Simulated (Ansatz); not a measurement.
This geometry of C2H2FSi (6 atoms, charge 0, multiplicity 2) is a first-order saddle point.

Theory: UKS PBE0-D4/def2-SVP in Ansatz 0.2.0.

```xyz
6
Properties=species:S:1:pos:R:3
C -0.031 1.118 0.355
C 0.109 -0.186 0.182
Si -0.223 -1.497 -1.085
F 0.330 -2.836 -0.325
H 0.289 1.620 1.282
H -0.473 1.781 -0.408
```

Problem. Which two structures does it join? (They come from a converged band through this point; their orientation in space is the band's.)

Solution. No bond is made or broken.  The two ends are copies of one structure, up to a mirror image or an exchange of like atoms.

First end point:

```xyz
6
Properties=species:S:1:pos:R:3
C -0.025 1.126 0.298
C -0.188 -0.117 -0.073
Si -0.691 -1.830 -0.563
F 0.793 -2.535 -0.589
H -0.096 1.433 1.352
H 0.208 1.923 -0.425
```

Last end point:

```xyz
6
Properties=species:S:1:pos:R:3
C -0.052 1.126 0.296
C 0.192 -0.128 0.016
Si 0.803 -1.844 -0.321
F -0.607 -2.520 -0.830
H -0.386 1.444 1.296
H 0.050 1.921 -0.457
```

Problem. How far does it lie above each of them?

Solution. 21.2 kJ/mol above the first and 21.3 kJ/mol above the second. This is the barrier of this one path; another mechanism may lie lower.

Time of the run: 23 min on 1 thread of Arm Neoverse N1, with other jobs on the host, peak memory 0.18 GiB.
